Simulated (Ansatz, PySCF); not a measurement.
HgCl₂, SMILES [Cl][Hg][Cl]. Atoms are numbered in the order given.

```xyz
3

Hg     0.0000     0.0000     0.0043
Cl     0.0000     2.2848     0.0052
Cl     0.0000    -2.2848     0.0052
```

Geometry optimised at B3LYP-D3(BJ)/def2-TZVP. The isomer is the one that the SMILES or the coordinates give; other isomers of the formula were not compared. The def2 effective core potentials stand for the cores of Hg; spin–orbit coupling is left out.

Two levels are set side by side: PBE-D3(BJ)/def2-TZVP (Ansatz, a first-principles code) and B3LYP-D3(BJ)/def2-TZVP (Ansatz). Each level has its own optimised geometry; the coordinates shown are those of the second. Frequencies come from the Hessian of PySCF at each geometry. Differences are taken from unrounded values.

| quantity | B3LYP-D3(BJ) |
|---|---|
| mean bond length (Å) | 2.285 |
| bond Hg1–Cl2 (Å) | 2.285 |
| bond Hg1–Cl3 (Å) | 2.285 |
| highest harmonic wavenumber (cm⁻¹) | 392 |
| mean harmonic wavenumber (cm⁻¹) | 230 |
| zero-point energy (kcal/mol) | 1.32 |

Problem. What does PBE-D3(BJ) give, and how far is it from B3LYP-D3(BJ)? (Estimate from the structure and the level; the computed values follow.)

Solution. 
```
quantity                            PBE-D3(BJ)  PBE-D3(BJ) minus B3LYP-D3(BJ)
----------------------------------  ----------  -----------------------------
mean bond length (Å)                     2.275                         -0.010
bond Hg1–Cl2 (Å)                         2.275                         -0.010
bond Hg1–Cl3 (Å)                         2.275                         -0.010
highest harmonic wavenumber (cm⁻¹)         391                             -1
mean harmonic wavenumber (cm⁻¹)            230                              0
zero-point energy (kcal/mol)              1.32                           0.00
```

On these quantities the two levels nearly agree.
